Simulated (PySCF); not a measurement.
Cartesian coordinates in Å; atom numbers follow the order of the lines, from 1:
```xyz
12

F    -0.180   -0.950    1.451
C    -0.488   -0.270    0.339
C     0.461    0.297   -0.394
C     1.915    0.221   -0.040
F     2.376   -1.039    0.002
F     2.191    0.768    1.154
F     2.663    0.871   -0.940
C    -1.962   -0.270    0.100
Cl   -2.414    0.652   -1.344
H     0.220    0.845   -1.288
H    -2.470    0.172    0.961
H    -2.310   -1.299   -0.028
```

[PySCF 2.14: structure optimised with GFN2-xTB; GIAO PBE0/pcSseg-1 shieldings; a single conformation; no relativistic terms; equivalent nuclei averaged; isolated molecule]

References, each an isolated molecule treated in the same way: 13C (σ = 186.93 ppm) and 1H (σ = 31.72 ppm) vs TMS; 19F (σ = 170.95 ppm) vs CFCl3; 35Cl (σ = 949.78 ppm) vs HCl.

| atoms | nucleus | count | δ (ppm) |
| --- | --- | --- | --- |
| Cl9 | 35Cl | 1 | 73 |
| C2 | 13C | 1 | 175.0 |
| F1 | 19F | 1 | ? |
| H11/H12 | 1H | 2 | ? |
| C8 | 13C | 1 | ? |
| C3 | 13C | 1 | 110.0 |
| C4 | 13C | 1 | 131.5 |
| F5/F6/F7 | 19F | 3 | -71.8 |
| H10 | 1H | 1 | 5.93 |

Question: Fill in the missing shifts.

Answer: 
- C8: 46.5 ppm, allylic sp3 CH2 bonded to Cl; pulled downfield by the heteroatom
- H11/H12: 4.24 ppm, hydrogen on an allylic sp3 CH2 bonded to Cl; its carbon carries Cl, an electronegative neighbour
- F1: -92.4 ppm, vinylic fluorine

Carbons that carry Cl, above all several Cl atoms, come out too deshielded, partly because spin–orbit coupling is missing. Shifts are as computed. Against solution values, carbons near 30 ppm lie about +3 ppm off and those near 130 ppm about +5 ppm; carbons on Cl a further +6 ppm. Of 1211 compounds with measured shifts, 218 miss one by over three times the rms of a fit or turn the order of signals round; such compounds aren't used in these exercises. Unscaled 19F shifts against computed CFCl3 carry errors that often reach 10 to 50 ppm.
